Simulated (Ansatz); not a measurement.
Reaction (redistribution): `C[O][Zn][CH3]` + `BNC=C` → `C=C[NH][Zn][CH3]` + `BOC`

Program: Ansatz. Geometries: PBE0-D4/def2-TZVP. ΔE: electronic, gas phase. CCSD(T)/CBS is the MP2 limit (def2-TZVPP, def2-QZVPP) plus CCSD(T) − MP2 in def2-TZVPP, frozen cores. Functionals use def2-TZVPP. For Zn outer-core shells are correlated without core-valence functions, which leaves a few kJ/mol of doubt a bond. Scalar relativity is left out up to krypton. One conformer a species, not always the lowest.

**Question.** Is it downhill or uphill in electronic energy at CCSD(T)/CBS, and by how much? (Estimate.)

**Answer.** The calculation gave: Uphill: ΔE = +10.5 kJ/mol.

**Question.** What do these levels give: ωB97M-V, PBE0, r2SCAN0, CCSD(T)/def2-TZVPP, MP2/CBS(def2), CCSD/CBS(def2)? (Best estimate.)

**Answer.** Computed: ωB97M-V 8.2, PBE0 11.6, r2SCAN0 10.1, CCSD(T)/def2-TZVPP 8.3, MP2/CBS(def2) 9.4, CCSD/CBS(def2) 11.3 kJ/mol.

Largest T1 diagnostic among the species: 0.015.

From BLYP to BHLYP (50 % exact exchange), in def2-TZVPP and without D4, ΔE moves by −3.8 kJ/mol. Leaving LDA and LC-ωPBE aside and taking each functional with its dispersion term where it has one, the values, not all of them listed here, spread over 4.5 kJ/mol, from ωB97M-V to BLYP-D4. LDA lies −3.9 kJ/mol from PBE without D4.
